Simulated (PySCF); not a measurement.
HCl$_{2}$OZr, doublet, geometry from GFN2-xTB (such geometries of metal compounds can be far from the true shape) (the multiplicity is a formal guess) (core potentials on Zr); DF-PBE0/def2-SVP run with PySCF.

Input for PySCF:
```python
from pyscf import gto, scf, dft

mol = gto.M(
    atom='''
Zr    0.273208   -0.104916    0.185672
Cl   -1.688305   -1.183298   -0.074599
Cl    0.091858    1.796357   -1.010345
O     1.717358   -0.659491    1.167115
H     2.472427   -0.949448    1.680260
''',
    basis='def2-svp',
    ecp={'Zr': 'def2-svp'},
    charge=0,
    spin=1,
    verbose=4,
)

mf = dft.UKS(mol)
mf.xc = 'pbe0'
mf = mf.density_fit(auxbasis='def2-universal-jkfit')
mf.kernel()
mf.analyze()
```

Problem. What does PySCF print? Leave out banner, timings and long lists.

Solution. 
```
PySCF version 2.14.0

[INPUT] verbose = 4
[INPUT] num. atoms = 5
[INPUT] num. electrons = 55
[INPUT] charge = 0
[INPUT] spin (= nelec alpha-beta = 2S) = 1
[INPUT] symmetry False subgroup None
[INPUT] Mole.unit = angstrom
[INPUT] Symbol           X                Y                Z      unit          X                Y                Z       unit  Magmom
[...]
nuclear repulsion = 216.053944317929
number of shells = 36
number of NR pGTOs = 160
number of NR cGTOs = 86
basis = def2-svp
ecp = {'Zr': 'def2-svp'}

******** <class 'pyscf.df.df_jk.DFUKS'> ********
method = DFUKS
initial guess = minao
damping factor = 0
level_shift factor = 0
DIIS = <class 'pyscf.scf.diis.CDIIS'>
diis_start_cycle = 1
diis_space = 8
diis_damp = 0
SCF conv_tol = 1e-09
SCF conv_tol_grad = None
SCF max_cycles = 50
direct_scf = False
number electrons alpha = 28  beta = 27
XC library pyscf.dft.libxc version 7.1.2
    S. Lehtola, C. Steigemann, M. J. T. Oliveira, and M. A. L. Marques,  SoftwareX 7, 1–5 (2018)
XC functionals = pbe0
    C. Adamo and V. Barone,  J. Chem. Phys. 110, 6158 (1999)
    M. Ernzerhof and G. E. Scuseria,  J. Chem. Phys. 110, 5029 (1999)
radial grids:
    Treutler-Ahlrichs [JCP 102, 346 (1995); DOI:10.1063/1.469408] (M4) radial grids

becke partition: Becke, JCP 88, 2547 (1988); DOI:10.1063/1.454033
pruning grids: <function nwchem_prune>
grids dens level: 3
symmetrized grids: False
atomic radii adjust function: <function treutler_atomic_radii_adjust>
small_rho_cutoff = 0
Set gradient conv threshold to 3.16228e-05
tot grids = 84040
******** <class 'pyscf.df.df.DF'> ********
auxbasis = def2-universal-jkfit
init E= -1036.77846709144

cycle= 1 E= -1042.18825580321  delta_E= -5.41  |g|= 0.988  |ddm|= 3.03
cycle= 2 E= -1041.70414943898  delta_E= 0.484  |g|= 1.29  |ddm|= 3.64
cycle= 3 E= -1042.71439497474  delta_E= -1.01  |g|= 0.133  |ddm|=    3
cycle= 4 E= -1042.70948355406  delta_E= 0.00491  |g|= 0.173  |ddm|= 0.314
cycle= 5 E= -1042.72256277738  delta_E= -0.0131  |g|= 0.0211  |ddm|= 0.14
cycle= 6 E= -1042.72278143597  delta_E= -0.000219  |g|= 0.00357  |ddm|= 0.0344
cycle= 7 E= -1042.72279371844  delta_E= -1.23e-05  |g|= 0.00124  |ddm|= 0.011
cycle= 8 E= -1042.72279538392  delta_E= -1.67e-06  |g|= 0.000346  |ddm|= 0.00436
cycle= 9 E= -1042.7227955273  delta_E= -1.43e-07  |g|= 0.000143  |ddm|= 0.00101
cycle= 10 E= -1042.72279554657  delta_E= -1.93e-08  |g|= 3.39e-05  |ddm|= 0.000312
cycle= 11 E= -1042.72279554845  delta_E= -1.88e-09  |g|= 1.64e-05  |ddm|= 0.000147
[...]
converged SCF energy = -1042.72279554864  <S^2> = 0.75252453  2S+1 = 2.0025229
Total Energy =                       -1042.722795548637805
[...]
spin_pop of  0 Zr 5dxy      0.05543
spin_pop of  0 Zr 5dyz      0.03885
spin_pop of  0 Zr 5dz^2     0.02558
spin_pop of  0 Zr 5dxz      0.00189
spin_pop of  0 Zr 5dx2-y2    0.00104
spin_pop of  0 Zr 4f-3      0.00108
spin_pop of  0 Zr 4f-2      0.00046
spin_pop of  0 Zr 4f-1     -0.00009
spin_pop of  0 Zr 4f+0     -0.00004
spin_pop of  0 Zr 4f+1      0.00005
spin_pop of  0 Zr 4f+2      0.00064
spin_pop of  0 Zr 4f+3      0.00008
spin_pop of  1 Cl 1s        0.00000
spin_pop of  1 Cl 2s        0.00000
spin_pop of  1 Cl 3s        0.00370
spin_pop of  1 Cl 4s        0.00373
spin_pop of  1 Cl 2px      -0.00000
spin_pop of  1 Cl 2py      -0.00000
spin_pop of  1 Cl 2pz      -0.00000
spin_pop of  1 Cl 3px      -0.00611
spin_pop of  1 Cl 3py      -0.00402
spin_pop of  1 Cl 3pz      -0.00661
spin_pop of  1 Cl 4px       0.00000
spin_pop of  1 Cl 4py       0.00057
spin_pop of  1 Cl 4pz       0.00022
spin_pop of  1 Cl 3dxy      0.00023
spin_pop of  1 Cl 3dyz      0.00036
spin_pop of  1 Cl 3dz^2     0.00039
spin_pop of  1 Cl 3dxz      0.00036
spin_pop of  1 Cl 3dx2-y2    0.00005
spin_pop of  2 Cl 1s        0.00000
spin_pop of  2 Cl 2s        0.00000
spin_pop of  2 Cl 3s        0.00869
spin_pop of  2 Cl 4s        0.00848
spin_pop of  2 Cl 2px      -0.00000
spin_pop of  2 Cl 2py      -0.00000
spin_pop of  2 Cl 2pz      -0.00000
spin_pop of  2 Cl 3px      -0.00293
spin_pop of  2 Cl 3py      -0.00617
spin_pop of  2 Cl 3pz      -0.00812
spin_pop of  2 Cl 4px       0.00094
spin_pop of  2 Cl 4py       0.00026
spin_pop of  2 Cl 4pz       0.00027
spin_pop of  2 Cl 3dxy      0.00017
spin_pop of  2 Cl 3dyz      0.00074
spin_pop of  2 Cl 3dz^2     0.00027
spin_pop of  2 Cl 3dxz      0.00009
spin_pop of  2 Cl 3dx2-y2    0.00006
spin_pop of  3 O 1s        0.00000
spin_pop of  3 O 2s        0.00023
spin_pop of  3 O 3s        0.00407
spin_pop of  3 O 2px      -0.00356
spin_pop of  3 O 2py      -0.00476
spin_pop of  3 O 2pz      -0.00850
spin_pop of  3 O 3px       0.00078
spin_pop of  3 O 3py       0.00069
spin_pop of  3 O 3pz       0.00107
spin_pop of  3 O 3dxy      0.00006
spin_pop of  3 O 3dyz      0.00003
spin_pop of  3 O 3dz^2     0.00002
spin_pop of  3 O 3dxz      0.00001
spin_pop of  3 O 3dx2-y2    0.00000
spin_pop of  4 H 1s        0.00643
spin_pop of  4 H 2s        0.00424
spin_pop of  4 H 2px       0.00004
spin_pop of  4 H 2py       0.00002
spin_pop of  4 H 2pz      -0.00001
In total            28.00000 | 27.00000
Dipole moment(X, Y, Z, Debye):  2.91800, -1.12062,  1.98311
```
